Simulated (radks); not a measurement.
Values are calculated unless marked as measured or tabulated.
Charge is removed step by step from the 3s up level of the magnesium ion Mg+, starting from [Ne] 3s(up 1, down 0). Level of theory: scalar-relativistic Kohn-Sham, r2SCAN, spin-polarised, spherical densities, finite nucleus; meta-GGA in the generalised Kohn-Sham scheme; Fermi nuclear charge, rms radius 3.057 fm (a radial shooting solver on a logarithmic mesh with Libxc functionals).

removed (e),E - E(0) (eV),eigenvalue (eV)
0,0.000,-12.072
0.25,3.224,-13.709
0.5,6.847,-15.258
0.75,10.833,-16.566

The mean slope of the eigenvalue, de/dn, is 5.99 eV per electron.
